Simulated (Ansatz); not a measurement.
A family of molecules: the atomisation energy (no zero-point term)

One atom is swapped for its congeners: BBr3 (boron tribromide) `BrB(Br)Br`; AlBr3 (aluminum bromide) `[Br][Al]([Br])[Br]`; GaBr3 (gallium tribromide) `[Br][Ga]([Br])[Br]`; InBr3 `[Br][In]([Br])[Br]`. All are singlets with charge 0.

Shapes, held fixed at every level: PBE0-D4/def2-TZVP. Programs: Ansatz 0.2.0. Values in eV.

| level | BBr3 | GaBr3 | InBr3 |
| --- | --- | --- | --- |
| SPW92/def2-TZVPP | 14.45 | 11.71 | 10.70 |
| PBE-D4/def2-TZVPP | 12.68 | 10.20 | 9.28 |
| PBE0-D4/def2-TZVPP | 12.37 | 10.15 | 9.23 |
| r2SCAN0-D4/def2-TZVPP | 12.13 | 10.17 | 9.22 |
| wB97X-V/def2-TZVPP | 11.99 | 10.07 | 9.24 |
| CCSD(T)/def2-TZVPP | 11.70 | 9.96 | 8.93 |

Estimate the column for AlBr3 from its neighbours.

The mean of the neighbours at CCSD(T)/def2-TZVPP is 10.83 eV, against 11.38 from the run: the member lies nearer B. All rows: SPW92/def2-TZVPP 13.13; PBE-D4/def2-TZVPP 11.73; PBE0-D4/def2-TZVPP 11.69; r2SCAN0-D4/def2-TZVPP 11.77; wB97X-V/def2-TZVPP 11.66; CCSD(T)/def2-TZVPP 11.38 eV. At CCSD(T)/def2-TZVPP the atomisation energy falls at every step, from 11.70 to 8.93 eV. Every level shows the same order. For atoms past krypton def2 sets carry core potentials with scalar relativity. Relativity is left out for Br, Ga unless named. Correlated rows may include outer-core shells of Br, Ga, In, which these sets cover unevenly. Spin-orbit coupling, which grows down the group, is left out (summed over each molecule's free atoms 0.46, 0.47, 0.53, 0.64 eV).
